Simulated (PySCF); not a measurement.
**UHF on Tc (technetium, neutral)**

Configuration: [Kr] 4d5 5s2, high-spin 6S determinant. All numbers are calculated (PySCF 2.14, the spin-free X2C one-electron Hamiltonian (Gaussian nucleus), in x2c-QZVPPall (13s8p7d4f2g, 118 functions)).

| Item | Value |
| --- | --- |
| Total energy | -4283.099228 hartree |
| One-electron energy | -5904.8685 hartree |
| Hartree (Coulomb) energy | 1749.2768 hartree |
| Exchange energy | -127.5076 hartree |
| ⟨S²⟩ | 8.7923 |
| ⟨L²⟩ | 0.000 |
| Sum of ⟨r⟩ | 33.07 bohr |
| Sum of ⟨r²⟩ | 62.03 bohr² |
| Langevin diamagnetic susceptibility | -49.1 ×10⁻⁶ cm³/mol |

| shell | electrons | mean orbital energy (eV) | rms radius, mean of both spins (bohr) |
| --- | --- | --- | --- |
| 1s β | 1 | -21159.6 | 0.0394 |
| 1s α | 1 | -21159.5 | 0.0394 |
| 2s α | 1 | -3097.1 | 0.162 |
| 2s β | 1 | -3095.9 | 0.162 |
| 2p α | 3 | -2766.1 | 0.144 |
| 2p β | 3 | -2765.0 | 0.144 |
| 3s α | 1 | -573.17 | 0.442 |
| 3s β | 1 | -572.57 | 0.442 |
| 3p α | 3 | -461.42 | 0.446 |
| 3p β | 3 | -460.72 | 0.446 |
| 3d α | 5 | -280.79 | 0.435 |
| 3d β | 5 | -279.10 | 0.435 |
| 4s α | 1 | -93.500 | 1.13 |
| 4s β | 1 | -86.279 | 1.13 |
| 4p α | 3 | -61.025 | 1.26 |
| 4p β | 3 | -51.533 | 1.26 |
| 4d α | 5 | -14.169 | 1.80 |
| 5s α | 1 | -7.633 | 3.87 |
| 5s β | 1 | -5.681 | 3.87 |

Densities and radii are taken from the X2C orbitals without a picture-change correction, which distorts them close to the nucleus.

Spin-orbit constants ζ (cm⁻¹) from the X2C one-electron operator on these orbitals: bare nucleus, nucleus screened by l(l+1)(2l+1)/3 electrons, and screened by the Breit-Pauli mean field of the electrons.

```csv
shell,bare,screened nucleus,mean field
2p,642100,612300,n/a
3p,108900,103800,n/a
3d,15520,11910,n/a
4p,14660,13980,n/a
4d,1170,897.7,n/a
```
